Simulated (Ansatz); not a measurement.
The Sn1–H2 bond of FHSn (SMILES [F][SnH]) is stretched (multiplicity 1, the rest rigid).
Geometry at rest (charge 0, multiplicity 1):
```xyz
3

Sn    -0.091    -0.174     0.219
H     -1.035    -1.089    -1.000
F      0.620     1.086    -1.105
```

Frozen-core correlation. Filled d and f shells under p-block atoms count as core.

The values were computed with Ansatz (a program for electronic structure) with Gaussian orbitals.  In def2 rows elements past Kr take small-core potentials, without spin–orbit coupling.

Energies above the point at 1.793 Å (the B3LYP-D3(BJ) bond length), FIC-MRCISD+Q on CASSCF(2,2)/def2-TZVPP (kcal/mol): 4.81 at 1.614 Å; 3.34 at 1.973 Å; 65.31 at 5.739 Å.

Take the last value as the depth D of a Morse curve D(1 − e^(−a(R − R₀)))², fit a and R₀ to the two near points, and test it at 2.421 and 3.138 Å.


With D = 65.3, both near points (counted from the curve's value at 1.793 Å) are met by a = 1.39 Å⁻¹ and R₀ = 1.787 Å, so k = 2Da² = 251 kcal/(mol Å²). The curve then gives 22.3 and 46.8 kcal/mol; the level itself gives 23.3 and 51.0, so Morse is off by -0.9 and -4.2.
